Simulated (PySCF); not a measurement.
Sn(H)2(F)(Et), SMILES C[CH2][SnH2][F] (C₂H₇FSn) (B3LYP/def2-SVP optimised geometry):

```
11

Sn    -1.573    -0.456     0.000
F     -2.064    -1.203     1.744
C      0.598    -0.456     0.000
C      1.203     0.460     1.066
H     -2.272     1.119     0.000
H     -2.306    -1.511    -1.147
H      0.923    -0.172    -1.015
H      0.902    -1.505     0.150
H      0.903     1.511     0.924
H      2.306     0.429     1.040
H      0.890     0.162     2.080
```

Level of theory: B3LYP/def2-TZVP, def2 effective core potentials past Kr run with PySCF.

Problem. What are the frontier orbital energies and the dipole moment?

Solution. HOMO-2 -9.89 eV, HOMO-1 -8.83 eV, HOMO -7.93 eV, LUMO -0.75 eV, LUMO+1 -0.29 eV; dipole moment 3.19 D.

On the same geometry PBE/def2-TZVP, def2 effective core potentials past Kr (PySCF) gives HOMO-2 -8.35 eV, HOMO-1 -7.56 eV, HOMO -6.89 eV, LUMO -1.29 eV, LUMO+1 -0.85 eV; dipole moment 3.04 D.
